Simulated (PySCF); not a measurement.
Compound: C₈H₁₁NSi.
Numbering: `[CH2:1]=[C:2]1[CH2:3][C@:4]([C:5]#[N:6])([C:7](=[CH2:8])[CH3:9])[SiH2:10]1`

Structure used (GFN2-xTB), in Å, numbered top down from 1:
```
atom  x, y, z in Å
C1     3.3401    0.1683   -0.6383
C2     2.0715    0.0659   -0.2798
C3     0.8415    0.3729   -1.1027
C4    -0.2178   -0.3266   -0.2129
C5    -0.5459   -1.6060   -0.7561
N6    -0.7938   -2.6401   -1.1843
C7    -1.4932    0.3893    0.1229
C8    -1.9086    1.4895   -0.4851
C9    -2.2888   -0.2675    1.2114
Si10   1.1043   -0.5639    1.2134
H11    3.6325    0.5231   -1.6160
H12    4.1425   -0.0969    0.0301
H13    0.8843   -0.0085   -2.1242
H14    0.6715    1.4486   -1.1426
H15   -1.3718    1.9603   -1.2900
H16   -2.8314    1.9661   -0.2003
H17   -2.5438   -1.2877    0.9241
H18   -1.7068   -0.3198    2.1324
H19   -3.2068    0.2805    1.4069
H20    1.3004   -1.9272    1.6911
H21    0.9111    0.3965    2.2996
```

Definitions: NICS(0) = −σiso at the ring centroid; NICS(1) = −σiso and NICS(1)zz = −σzz at ±1 Å along the ring normal z. Level: GIAO PBE0/pcSseg-1 (PySCF, non-relativistic, gas phase) on the GFN2-xTB geometry, one conformer.

Ring bond lengths (Å), with Mayer bond orders in brackets: C2–C3 1.511 (0.99), C3–C4 1.550 (1.00), C4–Si10 1.959 (0.78), Si10–C2 1.887 (0.88).

Task: Give the NICS values of each ring in ppm.

Result: 
| ring | type | NICS(0) | NICS(1), two faces | NICS(1)zz, two faces | rms pucker (Å) | centre to ring atoms, mean (Å) |
| --- | --- | --- | --- | --- | --- | --- |
| C2–C3–C4–Si10 | 4-membered ring with Si; formal bonds all single | 1.5 | -1.2 / -1.1 | 3.5 / 3.6 | 0.07 | 1.22 |

Task: What do they say, and how far can they be read as aromaticity?

Result: 
- C2–C3–C4–Si10: mean NICS(1)zz 3.5 ppm, deshielded. C3, C4, Si10 have four or more neighbours; no verdict on aromaticity is drawn.

Task: Give the inner angles of the rings and the Hirshfeld charges of the ring atoms.

Result: 
- C2–C3–C4–Si10: C2 94.7° (-0.087 e), C3 98.7° (-0.064 e), C4 90.7° (-0.044 e), Si10 74.3° (+0.360 e); sum 358.4° against 360° for a flat convex ring.
